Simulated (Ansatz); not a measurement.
Relaxation of C₂H₇ClN₂Si (13 atoms, charge 0, multiplicity 1), to a largest force component of 0.015 eV/Å in at most 40 steps.

Computed with RKS B3LYP-D4/STO-3G (Ansatz 0.2.0).

```xyz
13
Properties=species:S:1:pos:R:3:forces:R:3
C -1.782 -1.560 -0.191 -2.55 -0.26 -1.46
N -0.881 -0.705 -0.493 0.19 0.95 -1.99
C 0.109 -0.573 0.554 3.24 1.56 2.74
Si 1.101 1.094 0.409 -1.38 -1.87 0.44
N 1.207 1.521 -1.246 3.44 0.61 0.40
Cl -0.070 2.546 1.355 -0.42 0.66 0.72
H -1.864 -2.076 0.748 -0.17 -0.85 1.15
H -2.607 -1.663 -0.932 0.17 -0.43 0.38
H 0.883 -1.359 0.488 -0.07 -0.23 -0.33
H -0.291 -0.656 1.595 -0.10 -0.02 -0.44
H 2.361 1.036 1.051 0.79 0.02 0.35
H 0.272 1.668 -1.556 -2.51 0.59 -1.49
H 1.729 2.452 -1.304 -0.64 -0.72 -0.48
```

Question: Where does it end, and by what steps?

Answer: The forces met the threshold. Limits of this set-up: minimal basis. After 18 steps the energy has fallen by 0.676 eV; H7 moved furthest, 0.86 Å.

```json
{"step": "0", "energy less start (eV)": "0.0000", "largest force component (eV/Å)": "3.442", "accepted": "yes"}
{"step": "1", "energy less start (eV)": "-0.3841", "largest force component (eV/Å)": "1.385", "accepted": "yes"}
{"step": "2", "energy less start (eV)": "-0.4830", "largest force component (eV/Å)": "1.368", "accepted": "yes"}
{"step": "3", "energy less start (eV)": "-0.5702", "largest force component (eV/Å)": "0.575", "accepted": "yes"}
{"step": "4", "energy less start (eV)": "-0.6048", "largest force component (eV/Å)": "0.212", "accepted": "yes"}
{"step": "5", "energy less start (eV)": "-0.6232", "largest force component (eV/Å)": "0.188", "accepted": "yes"}
{"step": "6", "energy less start (eV)": "-0.6412", "largest force component (eV/Å)": "0.581", "accepted": "yes"}
{"step": "7", "energy less start (eV)": "-0.6521", "largest force component (eV/Å)": "0.438", "accepted": "yes"}
{"step": "8", "energy less start (eV)": "-0.6592", "largest force component (eV/Å)": "0.314", "accepted": "yes"}
{"step": "9", "energy less start (eV)": "-0.6645", "largest force component (eV/Å)": "0.455", "accepted": "yes"}
{"step": "10", "energy less start (eV)": "-0.6678", "largest force component (eV/Å)": "0.460", "accepted": "yes"}
{"step": "11", "energy less start (eV)": "-0.6707", "largest force component (eV/Å)": "0.315", "accepted": "yes"}
{"step": "12", "energy less start (eV)": "-0.6733", "largest force component (eV/Å)": "0.100", "accepted": "yes"}
{"step": "13", "energy less start (eV)": "-0.6745", "largest force component (eV/Å)": "0.092", "accepted": "yes"}
{"step": "14", "energy less start (eV)": "-0.6752", "largest force component (eV/Å)": "0.063", "accepted": "yes"}
{"step": "15", "energy less start (eV)": "-0.6752", "largest force component (eV/Å)": "0.110", "accepted": "no"}
{"step": "16", "energy less start (eV)": "-0.6754", "largest force component (eV/Å)": "0.024", "accepted": "yes"}
{"step": "17", "energy less start (eV)": "-0.6755", "largest force component (eV/Å)": "0.018", "accepted": "yes"}
{"step": "18", "energy less start (eV)": "-0.6756", "largest force component (eV/Å)": "0.014", "accepted": "yes"}
```

```xyz
13
Properties=species:S:1:pos:R:3
C -1.856 -1.164 -0.066
N -0.679 -0.919 -0.584
C 0.426 -0.777 0.463
Si 0.940 1.041 0.476
N 1.276 1.494 -1.152
Cl -0.702 2.088 1.353
H -2.073 -1.289 1.014
H -2.717 -1.253 -0.752
H 1.279 -1.392 0.126
H 0.118 -1.120 1.468
H 2.080 1.338 1.316
H 0.566 1.184 -1.848
H 1.509 2.492 -1.336
```

Time of the run: 62 s on 1 thread of Intel(R) Xeon(R) Platinum 8488C (Sapphire Rapids) (shared host), peak memory 0.16 GiB.
